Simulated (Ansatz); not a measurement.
C3H4FI (`C/C(I)=C\F`), relaxed with RKS PBE0-D4/def2-TZVP in Ansatz 0.2.0 from a PBE-D4/def2-SVP geometry. The force threshold is 0.005 eV/Å; the program also tests the step.

The species carries charge 0 and has multiplicity 1. I: def2 effective core potential.

Start:

```xyz
9

C    -1.117   -0.322    0.120
C     0.186    0.224   -0.364
I     0.204    1.167   -2.266
C     1.354    0.170    0.302
F     1.434   -0.411    1.515
H    -1.885    0.475    0.199
H    -0.978   -0.781    1.119
H    -1.514   -1.094   -0.572
H     2.315    0.572   -0.054
```

By how much does the energy fall, and how many steps does the optimiser take? (Estimate.)

Ansatz gave: 0.05 eV, in 6 steps, 1 of them rejected.

Which bonds change most? (Best estimate.)

The calculation gave: C2–I3 from 2.123 to 2.087 Å; C2–C4 from 1.346 to 1.323 Å; C4–H9 from 1.101 to 1.082 Å; C1–H8 from 1.110 to 1.093 Å.

Give the relaxed structure. (An estimate is asked.)

Computed: 
```xyz
9

C    -1.108   -0.321    0.122
C     0.188    0.221   -0.358
I     0.203    1.147   -2.228
C     1.340    0.172    0.291
F     1.428   -0.403    1.498
H    -1.858    0.470    0.194
H    -0.983   -0.777    1.106
H    -1.494   -1.076   -0.568
H     2.285    0.566   -0.057
```
